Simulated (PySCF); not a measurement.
Record of a relaxation.

CdMe2, C2H6Cd (singlet state).
Bonds: Cd1–C2, Cd1–C6. Hydrogens: H3, H4, H5 on C2; H7, H8, H9 on C6.

Computed by this run: PBE0-D3(BJ)/def2-SVP geometry optimisation, gas phase, def2 core potentials past Kr in PySCF; density fitting, grid level 1; the optimiser is geomeTRIC in internal coordinates, started from a GFN2-xTB structure with every atom displaced at random (about 0.03 Å). The frame can shift and turn from step to step; on so coarse a grid that alone can change the energy by a few meV, and forces under 0.02 eV/Å are noise.

Step 0: E = -6730.7751 eV, largest atomic force 3.039 eV/Å
```
atom  x, y, z in Å  |  force x, y, z in eV/Å
Cd1     0.084   -0.059    0.012   -0.426   0.255  -0.334
C2     -0.019   -0.028    2.206    2.514   0.391  -0.285
H3     -0.499    0.895    2.587    0.262  -0.121  -0.132
H4      1.105   -0.103    2.607   -2.425   0.151  -0.612
H5     -0.601   -0.876    2.547   -0.151  -0.550   0.272
C6     -0.007    0.031   -2.220    1.997  -1.449   1.774
H7     -0.990    0.010   -2.589   -1.826  -0.015  -0.557
H8      0.554   -0.851   -2.621   -0.355   0.438   0.182
H9      0.504    0.911   -2.556    0.410   0.900  -0.307
```

Step 1: E = -6731.0974 eV, largest atomic force 0.315 eV/Å
```
atom  x, y, z in Å  |  force x, y, z in eV/Å
Cd1     0.067   -0.042   -0.008   -0.246   0.125   0.109
C2      0.001   -0.029    2.104   -0.056  -0.092  -0.241
H3     -0.459    0.895    2.481   -0.031   0.016   0.028
H4      1.022   -0.095    2.492    0.202  -0.023   0.220
H5     -0.574   -0.893    2.470    0.005   0.030   0.071
C6      0.013    0.020   -2.113    0.261  -0.114   0.135
H7     -1.021   -0.001   -2.484    0.026   0.049  -0.066
H8      0.557   -0.853   -2.506   -0.055   0.008  -0.139
H9      0.527    0.929   -2.461   -0.106   0.002  -0.118
```

Step 2: E = -6731.1116 eV, largest atomic force 0.203 eV/Å
```
atom  x, y, z in Å  |  force x, y, z in eV/Å
Cd1     0.046   -0.030   -0.002   -0.117   0.063  -0.042
C2      0.004   -0.031    2.116    0.071  -0.066  -0.116
H3     -0.458    0.891    2.498   -0.019   0.015   0.020
H4      1.025   -0.098    2.520    0.004  -0.001   0.051
H5     -0.571   -0.892    2.491   -0.002   0.018   0.027
C6      0.020    0.017   -2.124    0.112  -0.035   0.166
H7     -1.013    0.001   -2.506    0.026   0.022  -0.015
H8      0.557   -0.853   -2.530   -0.020  -0.012  -0.051
H9      0.522    0.927   -2.489   -0.055  -0.005  -0.039
```

Step 3: E = -6731.1150 eV, largest atomic force 0.026 eV/Å
```
atom  x, y, z in Å  |  force x, y, z in eV/Å
Cd1     0.026   -0.018   -0.004   -0.004   0.004   0.020
C2      0.007   -0.033    2.112    0.022  -0.008   0.004
H3     -0.456    0.887    2.501   -0.001  -0.002   0.010
H4      1.026   -0.100    2.523   -0.016   0.005  -0.020
H5     -0.569   -0.891    2.494   -0.006   0.002   0.000
C6      0.026    0.015   -2.117    0.002   0.008  -0.013
H7     -1.004    0.002   -2.508    0.002  -0.005  -0.004
H8      0.557   -0.856   -2.532   -0.001  -0.003   0.004
H9      0.519    0.924   -2.495    0.002  -0.002  -0.002
```

Step 4: E = -6731.1151 eV, largest atomic force under 0.02 eV/Å
```
atom  x, y, z in Å  |  force x, y, z in eV/Å
Cd1     0.024   -0.015   -0.003   -0.002   0.003  -0.008
C2      0.006   -0.033    2.112   -0.013   0.001   0.004
H3     -0.456    0.886    2.505    0.002  -0.002   0.004
H4      1.026   -0.101    2.520    0.010  -0.001  -0.005
H5     -0.569   -0.891    2.495   -0.001   0.000  -0.001
C6      0.026    0.015   -2.118   -0.002   0.006  -0.001
H7     -1.003    0.001   -2.511    0.000  -0.004  -0.001
H8      0.558   -0.856   -2.529    0.002  -0.002   0.005
H9      0.520    0.924   -2.497    0.003  -0.002   0.001
```

Problem. Summarise the path.

Solution. The energy falls by 7.84 kcal/mol from step 0 to step 4; nine tenths of that is first reached at step 1. It falls at every step. The largest force goes from 3.039 to under 0.02 eV/Å. Among the bonds Cd1–C6 changes most, from 2.236 to 2.115 Å; the atoms move by 0.089 Å rms after alignment.

What follows is the cost of the whole optimisation. Hardware: one thread of an Arm Neoverse V2 (shared host). Cost: 14 s of wall time, 0.35 GiB resident at most.
